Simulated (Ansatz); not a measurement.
Consider the cleavage of the B–Si bond: `BB[SiH](O)C=N` + `[OH][AlH2]` → `BB[O][AlH2]` + `N=C[SiH2]O`.

Calculated with Ansatz (gas phase, PBE0-D4/def2-TZVP geometries, no zero-point term in ΔE). CBS: MP2 limit from def2 TZ/QZ plus the TZ coupled-cluster correction, frozen cores. This one scheme is used for every species. Functionals use def2-TZVPP. B3LYP here is the variant with VWN-RPA as its local correlation; programs differ in this. Each species was taken in one conformer, which may not be the lowest.

(1) Is it downhill or uphill in electronic energy at CCSD(T)/CBS, and by how much? (Estimate.)

(2) What do these levels give: PBE0-D4, B3LYP-D4, ωB97X-V, PBE, PBE0, B3LYP, HF/def2-TZVPP, MP2/def2-TZVPP, SCS-MP2/def2-TZVPP, CCSD/def2-TZVPP, HF/CBS(def2), MP2/CBS(def2)? (Estimate.)

Largest T1 diagnostic among the species: 0.014.

## Answers

(1) Ansatz gave: Downhill: ΔE = -122.7 kJ/mol.

(2) Computed: PBE0-D4 -110.6, B3LYP-D4 -122.9, ωB97X-V -122.6, PBE -104.2, PBE0 -113.3, B3LYP -127.3, HF/def2-TZVPP -152.1, MP2/def2-TZVPP -128.6, SCS-MP2/def2-TZVPP -134.6, CCSD/def2-TZVPP -128.3, HF/CBS(def2) -153.5, MP2/CBS(def2) -126.5 kJ/mol.

The D4 term adds +4.5 kJ/mol with B3LYP and +2.7 kJ/mol with PBE0; it sums over pairs of atoms, weighted by their polarisabilities, and B3LYP, whose exchange is more repulsive, gets the larger term. From PBE to PBE0 (25 % exact exchange), in def2-TZVPP and without D4, ΔE moves by −9.1 kJ/mol. In def2-TZVPP, CCSD(T) changes the Hartree–Fock value by +27.3 kJ/mol (the triples alone add +3.4 kJ/mol) and MP2 by +23.5 kJ/mol.
